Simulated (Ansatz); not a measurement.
One change: `C=NCS` becomes `C=NC[TeH]`.

Ansatz, PBE0-D4/def2-TZVP geometries, multiplicity 1. Each molecule was computed in one conformer, which needn't be the lowest.

Elements past krypton have def2 core potentials.

```csv
property,`C=NCS`
HOMO–LUMO gap (B3LYP/def2-TZVPP) / eV,5.74
LUMO energy (B3LYP/def2-TZVPP) / eV,-1.01
LUMO energy (PBE0/def2-TZVPP) / eV,-0.76
LUMO energy (ωB97M-V/def2-TZVPP) / eV,1.47
HOMO–LUMO gap (PBE/def2-TZVPP) / eV,3.88
HOMO–LUMO gap (ωB97M-V/def2-TZVPP) / eV,10.70
```

(1) What does the change do to each property? (Best estimate.)

## Answers

(1) The calculation gave: 
```json
{"property": "HOMO–LUMO gap (B3LYP/def2-TZVPP) / eV", "`C=NC[TeH]`": "5.09", "shift": "-0.65"}
{"property": "LUMO energy (B3LYP/def2-TZVPP) / eV", "`C=NC[TeH]`": "-0.98", "shift": "0.03"}
{"property": "LUMO energy (PBE0/def2-TZVPP) / eV", "`C=NC[TeH]`": "-0.73", "shift": "0.03"}
{"property": "LUMO energy (ωB97M-V/def2-TZVPP) / eV", "`C=NC[TeH]`": "1.11", "shift": "-0.36"}
{"property": "HOMO–LUMO gap (PBE/def2-TZVPP) / eV", "`C=NC[TeH]`": "3.45", "shift": "-0.43"}
{"property": "HOMO–LUMO gap (ωB97M-V/def2-TZVPP) / eV", "`C=NC[TeH]`": "9.52", "shift": "-1.18"}
```

B3LYP here is the variant with VWN-RPA as its local correlation; programs differ in this.

Spin–orbit coupling is left out; it splits and shifts lone-pair levels of the heavy atoms by tenths of an eV.
